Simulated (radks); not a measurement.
Excited configurations of Eu+: one electron is placed in a higher orbital outside [Xe] 4f7. The ground configuration is [Xe] 4f7 6s1. Method: scalar-relativistic Kohn-Sham, LDA (Slater exchange, Perdew-Wang correlation), spin-polarised, spherical densities, finite nucleus; open shells are filled with parallel spins first (spin-orbit coupling, left out, can overturn this in heavy ions); Fermi nuclear charge, rms radius 5.1115 fm; computed with a radial shooting solver on a logarithmic mesh with Libxc functionals. Excitation = E - E(ground); binding = E(ion) - E, where the ion is the core of charge +2; n* = 2/sqrt(2 binding) in atomic units, and the quantum defect is n - n*.

outer orbital  excitation (eV)  binding (eV)     n*  quantum defect
5f                       8.146         3.568  3.906           1.094
6p                       3.391         8.323  2.557           3.443
6d                       6.924         4.790  3.371           2.629
6f                       9.331         2.383  4.779           1.221
7s                       6.189         5.525  3.139           3.861
7p                       7.325         4.389  3.521           3.479
7d                       8.794         2.920  4.317           2.683
7f                      10.023         1.691  5.673           1.327

The Delta-SCF ionisation energy is 11.714 eV (NIST Atomic Spectra Database: 11.24 eV, semi-empirical). Self-interaction in the functional shifts the binding energies and quantum defects, so they are the method's values and not measured ones. Open shells are spherical and high-spin; term and fine-structure splittings are not resolved. Spin-orbit splitting is averaged out at the scalar-relativistic level.
